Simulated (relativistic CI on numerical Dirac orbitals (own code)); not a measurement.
Radial parameters of Hf55+

Method of calculation: Dirac-Coulomb-Breit CI, KLI orbitals optimised for each configuration, model QED (radiative potential, 1s self-energy scaled to tabulated hydrogen-like ionisation energies), unscaled Slater integrals (own radial code, finite nucleus).

Slater integrals F^k, G^k are unscaled and averaged over j, outside the closed core [Ne]; ζ comes from projecting the Hamiltonian with its Breit term on Σ l·s of the shell.

- 3s2 3p5: ζ(3p) = 1.6455e+06 cm⁻¹; <r>(3p) = 0.1896, <r^2>(3p) = 0.04166 (bohr units).
- 3s2 3p4 3d: F^2(3p,3p) = 515240, ζ(3p) = 1.6443e+06, F^2(3p,3d) = 520240, G^1(3p,3d) = 540860, G^3(3p,3d) = 365110, ζ(3d) = 223780 cm⁻¹; <r>(3p) = 0.1897, <r^2>(3p) = 0.04171, <r>(3d) = 0.1683, <r^2>(3d) = 0.03268 (bohr units).
- 3s 3p5 3d: G^1(3s,3p) = 655160, ζ(3p) = 1.644e+06, G^2(3s,3d) = 413990, F^2(3p,3d) = 520020, G^1(3p,3d) = 540750, G^3(3p,3d) = 365010, ζ(3d) = 224690 cm⁻¹; <r>(3s) = 0.1936, <r^2>(3s) = 0.04282, <r>(3p) = 0.1898, <r^2>(3p) = 0.04175, <r>(3d) = 0.1684, <r^2>(3d) = 0.03272 (bohr units).

Averages of the first 10 configurations, taken without configuration mixing, which lowers the lowest level and can move excited configurations by several eV; other configurations of the list can lie among them:

```tsv
Configuration	Parity	States	Average energy above the lowest level (eV)
3s2 3p5	odd	6	111.1
3s 3p6	even	2	521.6
3s2 3p4 3d	even	150	495.4
3s 3p5 3d	odd	120	896.3
3p6 3d	even	10	1319.7
3s 3p4 3d2	even	1350	1279.6
3s2 3p3 3d 4p	even	1200	3080.7
3p6 4s	even	2	3369.6
3s 3p4 3d 4s	even	600	3316.4
3s2 3p4 4s	even	30	2541.0
```
